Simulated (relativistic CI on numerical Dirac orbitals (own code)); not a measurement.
# Radial parameters of Cl IX

Method of calculation: Dirac-Coulomb-Breit CI, KLI orbitals optimised for each configuration, QED by a radiative potential, unscaled Slater integrals (own radial code, finite nucleus).

Slater integrals F^k, G^k are unscaled and averaged over j, outside the closed core 1s2; ζ comes from projecting the Hamiltonian with its Breit term on Σ l·s of the shell.

- 2s2.2p5: ζ(2p) = 9033.5 cm⁻¹; <r>(2p) = 0.3858, <r^2>(2p) = 0.183 (bohr units).
- 2s2.2p4.3s: F^2(2p,2p) = 251480, ζ(2p) = 9609.4, G^1(2p,3s) = 21844 cm⁻¹; <r>(2p) = 0.3752, <r^2>(2p) = 0.1726, <r>(3s) = 1.125, <r^2>(3s) = 1.436 (bohr units).
- 2s2.2p4.3p: F^2(2p,2p) = 250990, ζ(2p) = 9608.8, F^2(2p,3p) = 52969, G^0(2p,3p) = 21486, G^2(2p,3p) = 22792, ζ(3p) = 1809.5 cm⁻¹; <r>(2p) = 0.3759, <r^2>(2p) = 0.1733, <r>(3p) = 1.139, <r^2>(3p) = 1.489 (bohr units).

Averages of the first 10 configurations, taken without configuration mixing, which lowers the lowest level and can move excited configurations by several eV; other configurations of the list can lie among them:

```tsv
Configuration	Parity	States	Average energy above the lowest level (eV)
2s2.2p5	odd	6	0.8
2s.2p6	even	2	71.2
2s2.2p4.3s	even	30	239.0
2s2.2p4.3p	odd	90	255.2
2p6.3s	even	2	378.8
2s2.2p4.3d	even	150	275.6
2p6.3p	odd	6	393.6
2p6.3d	even	10	413.7
2s.2p5.3s	odd	24	303.5
2s.2p5.3p	even	72	319.0
```
